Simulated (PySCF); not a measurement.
Predicted microwave data (PySCF 2.14.0, PBE0-D3(BJ)/def2-SVP geometry optimisation, gas phase) for one isomer of C2H6BN:

| Quantity | Value |
| --- | --- |
| Rotational constants | A = 68177, B = 3495, C = 3494 MHz |
| Dipole components | \|μa\| = 6.44 D, \|μb\| = 0.00 D, \|μc\| = 0.00 D |
| Inertial defect | -7.40 u·Å² |
| κ | -1.00 |

Question: Which candidate fits, each taken in the one conformer that was computed?
A. `BN1CC1`
B. `[BH3-]C#[N+]C`
C. `[CH2:1]=[CH:2][BH:3][NH2:4]` with C1–C2–B3–N4 -179°

Answer: B. It is [BH3-]C#[N+]C, a prolate symmetric top, point group C3v. The candidates at the same level (rigid rotor, commonest isotopes):

| SMILES | A (MHz) | B (MHz) | C (MHz) | μa (D) | μb (D) | μc (D) | Δ (u·Å²) | point group | rotor |
| --- | --- | --- | --- | --- | --- | --- | --- | --- | --- |
| C=CBN | 38872 | 3962 | 3596 | 1.42 | 1.03 | 0.00 | -0.01 | Cs | near-prolate asymmetric top |
| BN1CC1 | 19614 | 7092 | 5606 | 2.36 | 0.00 | 0.00 | -6.87 | C2v | asymmetric top |
| [BH3-]C#[N+]C | 68177 | 3495 | 3494 | 6.44 | 0.00 | 0.00 | -7.40 | C3v | prolate symmetric top |

`BN1CC1` has B 103 % too high; `C=CBN` has A 43 % too low. In the right answer the symmetry axis of this C3v structure is a, so μb and μc vanish by symmetry. No structure here is proved a minimum.
